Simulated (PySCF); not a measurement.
# Broadened absorption spectrum of C5H12OSi

Species: C₅H₁₂OSi.
Atom-mapped SMILES: `[CH3:1][CH2:2][C@H:3]1[CH2:4][CH2:5][SiH2:6][O:7]1` (hydrogens: H8, H9, H10 on C1; H11, H12 on C2; H13 on C3; H14, H15 on C4; H16, H17 on C5; H18, H19 on Si6)

Theory: PySCF, TDDFT wB97X-D/def2-SVPD, vertical, gas phase, core orbitals frozen in the response. The structure is a single GFN2-xTB conformer in the gas phase; no vibrational or solvent corrections.

Computed states:

| state | E (eV) | f |
| --- | --- | --- |
| S1 | 7.24 | 0.0033 |
| S2 | 7.78 | 0.025 |
| S3 | 7.82 | 0.036 |
| S4 | 8.24 | 0.031 |
| S5 | 8.51 | 0.013 |
| S6 | 8.54 | 0.021 |
| S7 | 8.67 | 0.019 |
| S8 | 8.85 | 0.025 |

Broadening: Gaussians 0.5 eV wide at half height, area fixed by f = 4.319×10⁻⁹ ∫ε dν̃. The cross-section is σ = 3.8235×10⁻²¹ ε cm², given in Mb (10⁻¹⁸ cm²). The width is an assumption, not a result. The curve ends short of the highest state used, and states not computed would add to its high-energy end.

Q: Give the broadened spectrum and its maxima.

A: 
```
E (eV)  σ (Mb)
  6.49    0.00
  6.55    0.00
  6.61    0.01
  6.67    0.02
  6.73    0.04
  6.80    0.08
  6.86    0.14
  6.92    0.22
  6.98    0.33
  7.04    0.46
  7.10    0.61
  7.16    0.78
  7.22    1.00
  7.28    1.32
  7.34    1.85
  7.40    2.70
  7.46    3.96
  7.52    5.66
  7.58    7.69
  7.64    9.81
  7.70   11.70
  7.76   13.04
  7.82   13.63
  7.88   13.49
  7.95   12.69
  8.01   11.84
  8.07   11.18
  8.13   10.87
  8.19   10.98
  8.25   11.42
```

Maxima: 158 nm (7.84 eV), ε about 3600, made up of S2 (37%) and S3 (55%) (ε in L mol⁻¹ cm⁻¹; maxima over ε = 5, shares over 10%). At its high-energy end, 8.25 eV, the curve is still rising (ε about 3000, from S4, S5 and S6).

Q: Coming from long wavelengths, where does ε first pass 100 L mol⁻¹ cm⁻¹?

A: At about 177 nm (7.01 eV), 0.24 eV below S1.

Q: What would ε be at 7.84 eV, the highest of these maxima, with half the width (0.25 eV)?

A: About 6160 L mol⁻¹ cm⁻¹ against 3570, a factor of about 1.7; a lone state at its own centre would give exactly 2.
